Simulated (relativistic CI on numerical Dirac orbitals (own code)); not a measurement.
Hyperfine structure of Tl55+, mass number 203

Method of calculation: Dirac-Coulomb-Breit CI, orbitals from a KLI potential per configuration, QED by a radiative potential, unscaled Slater integrals (own radial code, finite nucleus).

Configuration list (outside the closed core [Ne]): 3s2 3p6 3d8, 3s2 3p5 3d9, 3s2 3p4 3d10, 3s 3p6 3d9, 3p6 3d10, 3s 3p5 3d10, 3s2 3p6 3d7 4s, 3s2 3p6 3d7 4p, 3s2 3p4 3d9 4s, 3s2 3p6 3d7 4d, 3s2 3p4 3d9 4p, 3s2 3p5 3d8 4s, 3s2 3p6 3d7 4f, 3s2 3p4 3d9 4d, 3s 3p5 3d9 4s, 3s2 3p5 3d8 4p. Levels of other configurations are missing.

Nuclear spin I = 1/2, μ = 1.616 μN (tables of Stone and Pyykkö). The electronic factors are computed for point nuclear moments, without core polarisation or the Bohr-Weisskopf and QED corrections.

```json
{"Level": "3s2 3p6 3d8 3F_4", "E (eV)": "0.000", "A (GHz)": "171.2"}
{"Level": "3s2 3p6 3d8 3F_3", "E (eV)": "101.835", "A (GHz)": "253.1"}
{"Level": "3s2 3p6 3d8 3P_2", "E (eV)": "112.660", "A (GHz)": "198"}
{"Level": "3s2 3p6 3d8 1G_4", "E (eV)": "118.429", "A (GHz)": "277.7"}
{"Level": "3s2 3p6 3d8 3P_1", "E (eV)": "118.788", "A (GHz)": "-34.86"}
{"Level": "3s2 3p6 3d8 3F_2", "E (eV)": "211.689", "A (GHz)": "445.4"}
{"Level": "3s2 3p5 3d9 3F°_4", "E (eV)": "512.263", "A (GHz)": "429.2"}
{"Level": "3s2 3p5 3d9 1D°_2", "E (eV)": "523.385", "A (GHz)": "242.4"}
```

Levels with J = 0, under 50 % of one LS term, or S terms without an open s electron are left out. Small factors come from cancelling terms and can be off by tens of per cent or more.

At this charge energies of transitions that change n are usually good to better than 1 %, and those within a shell (Δn = 0) to a few per cent.

Give the hyperfine levels of 3s2 3p6 3d8 3F_4 relative to its centre of gravity.

With K = F(F + 1) − I(I + 1) − J(J + 1), E = AK/2: F = 7/2: -428.1, F = 9/2: 342.5 GHz.

LS names give the leading component of a level, which can be under half, so a name can repeat, a term be missing and a line seem to break the LS rules.
